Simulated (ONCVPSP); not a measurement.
Before and after: ONCV potential for Ga

* Element: gallium (Ga)
* Generator: ONCVPSP 4.0.1
* Type: optimised norm-conserving Vanderbilt (ONCV)
* Functional: PBE
* Relativity: scalar-relativistic
* Frozen core: [Ar] 3d10
* Valence charge: 3
* Reference configuration: 4s2 4p1
* Partial waves: 4s: rc 1.80 bohr, ncon 4, nbas 7, qcut 4.1 1/bohr, local; 4p: rc 2.05 bohr, ncon 3, nbas 6, qcut 4.6 1/bohr, 1 projector
* Local potential: the s channel
* Core correction: Teter function, fcfact 4, rcfact 1.2

Change: p: qcut 3.7.

Cutoffs: the cutoffs (Ha) at which the residual kinetic energy of the hardest occupied pseudo-wave falls to 1 and 0.1 mHa per electron; they do not see the model core or the augmentation charge, which bear on the density cutoff. Errors are all-electron minus pseudo energies relative to the spin-unpolarised reference configuration.

Q: What does the change do?

A: The potential gets neither clearly harder nor softer (7.5 Ha and 16 Ha → 7.5 Ha and 16 Ha); the s channel sets the loose cutoff, while the largest relative change is in p, which becomes softer; of the 4 tests that both files solve, the error grows in 0 and shrinks in 1 by more than 15 % and 0.3 meV (median size 6.9 → 6.3 meV); neither file shows a bound ghost.

```csv
quantity,base,changed
"cutoff, loose",7.5 Ha,7.5 Ha
"cutoff, tight",16 Ha,16 Ha
loose cutoff by channel,"s 7.5 Ha, p 5.1 Ha","s 7.5 Ha, p 3.1 Ha"
bound ghosts,none,none
GHOST(+) flags under 300 eV,none,none
"error for 4s2 4p0, meV [ΔE 5.69 eV]",+9.8,+10.0
"error for 4s1 4p0, meV [ΔE 26.82 eV]",-17,-18
"error for 4s2 4p0.5, meV [ΔE 2.03 eV]",+2.0,+2.1
"error for 4s1 4p2, meV [ΔE 6.54 eV]",-3.9,-2.6
s: phases at 1.82 bohr within 0.05 rad from the reference energy up to (Ha; the scan ends near 5),3.0,3.0
p: phases at 2.08 bohr within 0.05 rad from the reference energy up to (Ha; the scan ends near 5),4.0,3.8
"rms error of d²Exc/dni dnj with the model core, mHa",3.16,3.15
```
